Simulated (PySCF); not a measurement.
**SiSn⁻: from constants to spectrum**

M06-2X constants of SiSn⁻, ²Π (doublet), unpaired electrons π ↑ (Si def2-SVPD, Sn def2-SVPD with ECP28; scalar-relativistic core potentials (PySCF 2.14); masses 27.9769 and 119.9022 u):

```
ωe              : 403.7 cm⁻¹
ωexe            : 0.982 cm⁻¹
Be              : 0.12761 cm⁻¹
αe              : 0.000468 cm⁻¹
D (centrifugal) : 5.1e-08 cm⁻¹
```

(1) Give the vibrational terms G(v) and spacings up to v = 3.

These are scalar-relativistic numbers at best; spin–orbit coupling would shift them, the dissociation energy most. The state is the lowest determinant that a PBE0 search found; another state may lie lower at other levels.

## Answers

(1) G(v) = ωe(v+½) − ωexe(v+½)².

```json
{"v": "0", "G(v) (cm⁻¹)": "202", "G(v) − G(v−1)": "", "Bv (cm⁻¹)": "0.1274"}
{"v": "1", "G(v) (cm⁻¹)": "603", "G(v) − G(v−1)": "402", "Bv (cm⁻¹)": "0.1269"}
{"v": "2", "G(v) (cm⁻¹)": "1003", "G(v) − G(v−1)": "400", "Bv (cm⁻¹)": "0.1264"}
{"v": "3", "G(v) (cm⁻¹)": "1401", "G(v) − G(v−1)": "398", "Bv (cm⁻¹)": "0.1260"}
```
